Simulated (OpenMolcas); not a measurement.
## GaH2ClO (SMILES [OH][GaH][Cl]): methods side by side

GaH2ClO: 5 atoms, total charge 0, spin state singlet. SMILES: `[OH][GaH][Cl]`. The shape is that of a PBE0-D4/def2-TZVP optimisation. This is one conformer, not always the lowest.

```jsonl
{"atom": "O", "x (Å)": "-1.1524", "y (Å)": "0.5160", "z (Å)": "-0.4969"}
{"atom": "Ga", "x (Å)": "0.4700", "y (Å)": "0.2081", "z (Å)": "0.1462"}
{"atom": "Cl", "x (Å)": "0.9275", "y (Å)": "-1.8566", "z (Å)": "0.5046"}
{"atom": "H", "x (Å)": "-1.6723", "y (Å)": "-0.2818", "z (Å)": "-0.6223"}
{"atom": "H", "x (Å)": "1.4772", "y (Å)": "1.3406", "z (Å)": "0.4269"}
```

Each level gives the electronic atomisation energy (eV). The values are calculated. Electronic energies at fixed atoms, without zero-point motion or spin-orbit coupling.

| level | kind | program | value (eV) | CPU time (all runs) |
| --- | --- | --- | --- | --- |
| HF/def2-SVPD | Hartree–Fock | OpenMolcas | 10.93 | 32 s |
| BLYP/def2-SVPD | GGA | OpenMolcas | 14.90 | 55 s |
| PBE/def2-SVPD | GGA | OpenMolcas | 15.46 | 58 s |
| revPBE/def2-SVPD | GGA | OpenMolcas | 14.83 | 59 s |
| TPSS/def2-SVPD | meta-GGA | OpenMolcas | 15.40 | 67 s |
| B3LYP/def2-SVPD | global hybrid | OpenMolcas | 14.97 | 53 s |
| M06-2X/def2-SVPD | hybrid meta-GGA | OpenMolcas | 15.43 | 62 s |
| PBE0/def2-SVPD | global hybrid | OpenMolcas | 15.17 | 54 s |

All-electron rows without a relativistic Hamiltonian named are non-relativistic. The values span 10.93 to 15.46 eV. CPU times are rough (shared hosts, several kinds of processor): they show what a rung costs within a factor of a few.
